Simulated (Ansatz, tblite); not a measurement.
Spin states of the cluster Ag₂I⁺ (the lowest singlet isomer of a short search), each relaxed with PBE-D4/def2-TZVP in Ansatz. Electronic energies in the gas phase.

In the def2 sets Ag, I take a core potential; there is no spin–orbit coupling. The xTB rows come from tblite. Correlated methods freeze 4 core orbitals; core or outer-core shells of Ag, I are correlated, in sets that lack core-valence functions. HOMO above LUMO, or a gap near zero within one spin, warns that the state may not be the lowest or that an electron is smeared out. The structure comes from a short search, and lower isomers may exist.

Singlet geometry (C2v within 0.1 Å):

```csv
atom,x (Å),y (Å),z (Å)
Ag1,1.5624,-1.1672,0.5973
Ag2,-1.4175,0.3468,-1.4260
I3,-0.1449,0.8204,0.8287
```

Triplet geometry (C2v within 0.1 Å):

```
atom   x (Å)   y (Å)   z (Å)
 Ag1  -2.036  -0.496   0.469
 Ag2   1.752   1.103   0.572
  I3   0.284  -0.607  -1.041
```

Quintet geometry (C2v within 0.1 Å):

```xyz
3

Ag    1.9237   -0.8141   -0.1188
Ag   -1.8312   -1.0117   -0.0242
I    -0.0925    1.8258    0.1430
```

⟨S²⟩: triplet 2.00 at PBE0-D4/def2-TZVP (pure 2.00), quintet 6.01 at PBE0-D4/def2-TZVP (pure 6.00).

Run but left out: HF/STO-3G (triplet: ⟨S²⟩ 2.96, where a pure state has 2.00).

Only these spin states were relaxed.

Second-order perturbation terms are unreliable where d shells bring near-degenerate states, and here B2PLYP/def2-TZVP, PBE-QIDH/def2-TZVP, MP2/def2-TZVP lie more than 0.4 eV from the median of the functionals without such a term.

Question: Estimate which spin state lies lowest at each of these levels, and by how much: GFN1-xTB; GFN2-xTB; HF/def2-TZVP; PBE-D4/def2-TZVP; r2SCAN-D4/def2-TZVP; B97M-V/def2-TZVP; r2SCANh-D4/def2-TZVP; PBE0-D4/def2-TZVP; r2SCAN0-D4/def2-TZVP; B2PLYP/def2-TZVP; PBE-QIDH/def2-TZVP; RPA@PBE/def2-TZVP; MP2/def2-TZVP.

Answer: 
```csv
level,triplet − singlet (kJ/mol),quintet − singlet (kJ/mol),lowest of these,remarks
GFN1-xTB,283.1,677.3,singlet,–
GFN2-xTB,379.3,676.1,singlet,–
HF/def2-TZVP,332.4,676.9,singlet,–
PBE-D4/def2-TZVP,271.7,596.2,singlet,gap within one spin near zero (quintet)
r2SCAN-D4/def2-TZVP,292.1,625.4,singlet,–
B97M-V/def2-TZVP,270.5,607.9,singlet,–
r2SCANh-D4/def2-TZVP,306.0,651.1,singlet,–
PBE0-D4/def2-TZVP,314.4,672.6,singlet,–
r2SCAN0-D4/def2-TZVP,322.7,686.9,singlet,–
B2PLYP/def2-TZVP,325.4,690.2,singlet,–
PBE-QIDH/def2-TZVP,357.7,753.3,singlet,–
RPA@PBE/def2-TZVP,300.7,601.6,singlet,–
MP2/def2-TZVP,376.0,761.5,singlet,–
```

Change of the quintet − singlet gap on mixing in exact exchange, in kJ/mol: PBE to PBE0 (25 % exact exchange) 76.4; r2SCAN to r2SCANh (10 % exact exchange) 25.7; r2SCAN to r2SCAN0 (25 % exact exchange) 61.5. The xTB methods have no spin-polarisation term.
